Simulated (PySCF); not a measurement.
Computed shifts of a molecule C₄H₆OSe, PBE/pcSseg-1 (PySCF), GIAO, gas phase, equivalent atoms averaged, in ppm (number of nuclei): ¹³C: 209.7 (1), 54.9 (1), 52.0 (1), 22.6 (1). ¹H: 4.33 (1), 4.07 (1), 3.38 (1), 3.16 (1), 2.43 (1), 1.86 (1). References: ¹⁷O against H2O (σ = 334.3 ppm); ¹³C against TMS (σ = 182.0 ppm); ⁷⁷Se against Me2Se (σ = 1634.8 ppm); ¹H against TMS (σ = 31.49 ppm), references at their B3LYP-D3(BJ)/def2-TZVP geometries, non-relativistic. The structure is a stationary point at B3LYP-D3(BJ)/def2-SVP. One conformer was computed; it need not be the lowest.

**Question.** Identify the compound among the candidates.
(A) C#C[C@H]([SeH])OC
(B) CC1=C[C@@H]([SeH])O1
(C) O=C1CC[C@@H]1[SeH]
(D) [SeH][C@@H]1C=COC1

**Answer.** C, O=C1CC[C@@H]1[SeH]
